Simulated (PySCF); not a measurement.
O$_{2}$Se, charge -1, doublet, geometry from GFN2-xTB (a state made from the parent by changing its charge; the spin is typed, not shown lowest), with bond 1-2 at 2.2 times its length; B3LYP/STO-3G run with PySCF.

Input for PySCF:
```python
from pyscf import gto, scf, dft

mol = gto.M(
    atom='''
O    -3.01497720    1.69116069    0.10873550
Se    0.01589860   -0.31251358   -0.02617635
O     1.29420317    0.72993529    0.07610225
''',
    basis='sto-3g',
    charge=-1,
    spin=1,
    verbose=4,
)

mf = dft.UKS(mol)
mf.xc = 'b3lyp'
mf.kernel()
mo_i, mo_e, stable_i, stable_e = mf.stability(internal=True, external=False, return_status=True, nroots=6, tol=1e-6)
print('internally stable:', stable_i, ' externally stable:', stable_e)
if not stable_i:
    umf = mf.copy()
    umf.scf_summary = {}
    umf.kernel(umf.make_rdm1(mo_i, mf.mo_occ))
```

Output, abridged:

```
PySCF version 2.14.0

[INPUT] verbose = 4
[INPUT] num. atoms = 3
[INPUT] num. electrons = 51
[INPUT] charge = -1
[INPUT] spin (= nelec alpha-beta = 2S) = 1
[INPUT] symmetry False subgroup None
[INPUT] Mole.unit = angstrom
[INPUT] Symbol           X                Y                Z      unit          X                Y                Z       unit  Magmom
[...]
nuclear repulsion = 134.353729978093
number of shells = 14
number of NR pGTOs = 84
number of NR cGTOs = 28
basis = sto-3g
ecp = {}

******** <class 'pyscf.dft.uks.UKS'> ********
method = UKS
initial guess = minao
damping factor = 0
level_shift factor = 0
DIIS = <class 'pyscf.scf.diis.CDIIS'>
diis_start_cycle = 1
diis_space = 8
diis_damp = 0
SCF conv_tol = 1e-09
SCF conv_tol_grad = None
SCF max_cycles = 50
direct_scf = True
direct_scf_tol = 1e-13
number electrons alpha = 26  beta = 25
XC library pyscf.dft.libxc version 7.1.2
    S. Lehtola, C. Steigemann, M. J. T. Oliveira, and M. A. L. Marques,  SoftwareX 7, 1–5 (2018)
XC functionals = b3lyp
    P. J. Stephens, F. J. Devlin, C. F. Chabalowski, and M. J. Frisch,  J. Phys. Chem. 98, 11623 (1994)
radial grids:
    Treutler-Ahlrichs [JCP 102, 346 (1995); DOI:10.1063/1.469408] (M4) radial grids

becke partition: Becke, JCP 88, 2547 (1988); DOI:10.1063/1.454033
pruning grids: <function nwchem_prune>
grids dens level: 3
symmetrized grids: False
atomic radii adjust function: <function treutler_atomic_radii_adjust>
small_rho_cutoff = 0
Set gradient conv threshold to 3.16228e-05
tot grids = 48592
init E= -2519.77351404261

cycle= 1 E= -2521.91257288586  delta_E= -2.14  |g|= 0.254  |ddm|= 2.14

cycle= 2 E= -2519.93929709915  delta_E= 1.97  |g|= 1.17  |ddm|= 2.67
cycle= 3 E= -2521.02979545165  delta_E= -1.09  |g|= 0.883  |ddm|= 0.93
cycle= 4 E= -2521.16576205882  delta_E= -0.136  |g|= 0.793  |ddm|= 0.149
cycle= 5 E= -2522.66230251857  delta_E= -1.5  |g|= 0.151  |ddm|= 1.59
cycle= 6 E= -2521.92547346977  delta_E= 0.737  |g|= 0.222  |ddm|= 2.22
cycle= 7 E= -2522.64825092845  delta_E= -0.723  |g|= 0.202  |ddm|= 2.21
cycle= 8 E= -2521.92802250833  delta_E= 0.72  |g|= 0.211  |ddm|= 2.21
cycle= 9 E= -2521.9290417652  delta_E= -0.00102  |g|= 0.208  |ddm|= 0.00622
cycle= 10 E= -2521.15102596433  delta_E= 0.778  |g|= 0.812  |ddm|= 2.68

cycle= 11 E= -2521.23946252894  delta_E= -0.0884  |g|= 0.737  |ddm|= 0.101

cycle= 12 E= -2521.11466672636  delta_E= 0.125  |g|= 0.837  |ddm|= 0.142

cycle= 13 E= -2521.12815332865  delta_E= -0.0135  |g|= 0.829  |ddm|= 0.0183

cycle= 14 E= -2520.77220272804  delta_E= 0.356  |g|= 1.02  |ddm|= 0.349
cycle= 15 E= -2522.6293895763  delta_E= -1.86  |g|= 0.248  |ddm|= 1.63
cycle= 16 E= -2521.49532045279  delta_E= 1.13  |g|= 0.408  |ddm|= 1.59

cycle= 17 E= -2521.51039051207  delta_E= -0.0151  |g|= 0.372  |ddm|= 0.291
cycle= 18 E= -2522.65635613287  delta_E= -1.15  |g|= 0.162  |ddm|= 1.58
cycle= 19 E= -2522.67385038358  delta_E= -0.0175  |g|= 0.0392  |ddm|= 0.263
cycle= 20 E= -2522.83738768541  delta_E= -0.164  |g|= 0.194  |ddm|= 1.43
cycle= 21 E= -2522.82038492697  delta_E= 0.017  |g|= 0.198  |ddm|= 0.397
cycle= 22 E= -2519.9261976239  delta_E= 2.89  |g|= 0.351  |ddm|= 2.91
cycle= 23 E= -2516.85352966158  delta_E= 3.07  |g|= 0.123  |ddm|= 2.44
cycle= 24 E= -2522.57481480918  delta_E= -5.72  |g|= 0.372  |ddm|= 4.07
cycle= 25 E= -2522.5727121748  delta_E= 0.0021  |g|= 0.377  |ddm|= 0.111
cycle= 26 E= -2522.57093580318  delta_E= 0.00178  |g|= 0.387  |ddm|= 0.0352
cycle= 27 E= -2522.50884813252  delta_E= 0.0621  |g|= 0.455  |ddm|= 0.158

cycle= 28 E= -2520.70590848066  delta_E=  1.8  |g|= 1.04  |ddm|= 1.54

cycle= 29 E= -2520.5524631504  delta_E= 0.153  |g|= 1.08  |ddm|= 0.133
cycle= 30 E= -2520.95639806076  delta_E= -0.404  |g|= 0.927  |ddm|= 0.355
cycle= 31 E= -2522.54634267256  delta_E= -1.59  |g|= 0.401  |ddm|= 1.54
cycle= 32 E= -2516.85077114935  delta_E=  5.7  |g|= 0.0889  |ddm|= 4.08
cycle= 33 E= -2520.88901199498  delta_E= -4.04  |g|= 0.958  |ddm|= 4.33
[...]
SCF not converged.
<class 'pyscf.dft.uks.UKS'> wavefunction has an internal instability
internally stable: False  externally stable: None
[...]
small_rho_cutoff = 0
Set gradient conv threshold to 3.16228e-05
init E= -2519.20405643598

cycle= 1 E= -2519.64157345483  delta_E= -0.438  |g|= 1.19  |ddm|= 3.63

cycle= 2 E= -2516.84635002731  delta_E=  2.8  |g|= 0.0653  |ddm|= 4.11

cycle= 3 E= -2519.08136459282  delta_E= -2.24  |g|= 1.15  |ddm|= 3.94
cycle= 4 E= -2519.08383320548  delta_E= -0.00247  |g|= 1.15  |ddm|= 0.00259
cycle= 5 E= -2519.10320784136  delta_E= -0.0194  |g|= 1.15  |ddm|= 0.0653
cycle= 6 E= -2519.10347541058  delta_E= -0.000268  |g|= 1.15  |ddm|= 0.0906
cycle= 7 E= -2519.10735073503  delta_E= -0.00388  |g|= 1.15  |ddm|= 0.031
cycle= 8 E= -2519.10731478159  delta_E= 3.6e-05  |g|= 1.15  |ddm|= 0.000314
cycle= 9 E= -2519.1073827387  delta_E= -6.8e-05  |g|= 1.15  |ddm|= 0.000292
cycle= 10 E= -2519.0959696618  delta_E= 0.0114  |g|= 1.15  |ddm|= 0.0118

cycle= 11 E= -2516.84816561658  delta_E= 2.25  |g|= 0.0614  |ddm|= 3.95
cycle= 12 E= -2519.09506861554  delta_E= -2.25  |g|= 1.15  |ddm|= 3.95
cycle= 13 E= -2519.08996628232  delta_E= 0.0051  |g|= 1.15  |ddm|= 0.0107
cycle= 14 E= -2519.09145543517  delta_E= -0.00149  |g|= 1.15  |ddm|= 0.00664
cycle= 15 E= -2519.09112974505  delta_E= 0.000326  |g|= 1.15  |ddm|= 0.00105
cycle= 16 E= -2519.09085924344  delta_E= 0.000271  |g|= 1.15  |ddm|= 0.00904
cycle= 17 E= -2519.09061545401  delta_E= 0.000244  |g|= 1.15  |ddm|= 0.000742
cycle= 18 E= -2519.09077857249  delta_E= -0.000163  |g|= 1.15  |ddm|= 0.000588
cycle= 19 E= -2519.09049505567  delta_E= 0.000284  |g|= 1.15  |ddm|= 0.0012

cycle= 20 E= -2516.84837992857  delta_E= 2.24  |g|= 0.0609  |ddm|= 3.95
cycle= 21 E= -2519.08996759418  delta_E= -2.24  |g|= 1.15  |ddm|= 3.95
cycle= 22 E= -2519.08475895213  delta_E= 0.00521  |g|= 1.15  |ddm|= 0.0149
cycle= 23 E= -2519.08956570811  delta_E= -0.00481  |g|= 1.15  |ddm|= 0.00567
cycle= 24 E= -2519.0904144358  delta_E= -0.000849  |g|= 1.15  |ddm|= 0.00642
cycle= 25 E= -2519.08978451698  delta_E= 0.00063  |g|= 1.15  |ddm|= 0.00454
cycle= 26 E= -2519.09004515112  delta_E= -0.000261  |g|= 1.15  |ddm|= 0.00192
cycle= 27 E= -2519.09009426968  delta_E= -4.91e-05  |g|= 1.15  |ddm|= 0.00281
cycle= 28 E= -2519.08874558653  delta_E= 0.00135  |g|= 1.15  |ddm|= 0.00441

cycle= 29 E= -2516.84836526979  delta_E= 2.24  |g|= 0.0608  |ddm|= 3.95
cycle= 30 E= -2519.09047727645  delta_E= -2.24  |g|= 1.15  |ddm|= 3.95
cycle= 31 E= -2519.08517714775  delta_E= 0.0053  |g|= 1.15  |ddm|= 0.0115
cycle= 32 E= -2519.0881481236  delta_E= -0.00297  |g|= 1.15  |ddm|= 0.00563
cycle= 33 E= -2519.08970932859  delta_E= -0.00156  |g|= 1.15  |ddm|= 0.0168
cycle= 34 E= -2519.09057529485  delta_E= -0.000866  |g|= 1.15  |ddm|= 0.0179
cycle= 35 E= -2519.0905555686  delta_E= 1.97e-05  |g|= 1.15  |ddm|= 0.00568
cycle= 36 E= -2519.09076963057  delta_E= -0.000214  |g|= 1.15  |ddm|= 0.00385
cycle= 37 E= -2519.09010468056  delta_E= 0.000665  |g|= 1.15  |ddm|= 0.00652

cycle= 38 E= -2516.8484112205  delta_E= 2.24  |g|= 0.0608  |ddm|= 3.95
cycle= 39 E= -2519.09037921105  delta_E= -2.24  |g|= 1.15  |ddm|= 3.95
cycle= 40 E= -2519.08621006041  delta_E= 0.00417  |g|= 1.15  |ddm|= 0.00962
cycle= 41 E= -2519.08754086731  delta_E= -0.00133  |g|= 1.15  |ddm|= 0.00687
cycle= 42 E= -2519.08972453767  delta_E= -0.00218  |g|= 1.15  |ddm|= 0.0296
cycle= 43 E= -2519.08980253657  delta_E= -7.8e-05  |g|= 1.15  |ddm|= 0.00181
cycle= 44 E= -2519.08937374882  delta_E= 0.000429  |g|= 1.15  |ddm|= 0.000841
cycle= 45 E= -2519.09036867363  delta_E= -0.000995  |g|= 1.15  |ddm|= 0.0235
cycle= 46 E= -2519.08941202371  delta_E= 0.000957  |g|= 1.15  |ddm|= 0.00889

cycle= 47 E= -2516.84840466521  delta_E= 2.24  |g|= 0.0607  |ddm|= 3.95
cycle= 48 E= -2519.09050604719  delta_E= -2.24  |g|= 1.15  |ddm|= 3.95
cycle= 49 E= -2519.08547370749  delta_E= 0.00503  |g|= 1.15  |ddm|= 0.00914
cycle= 50 E= -2519.08724346353  delta_E= -0.00177  |g|= 1.15  |ddm|= 0.0103
SCF not converged.
SCF energy = -2519.08724346353 after 50 cycles  <S^2> = 0.75000031  2S+1 = 2.0000003
```

Convergence was not reached.
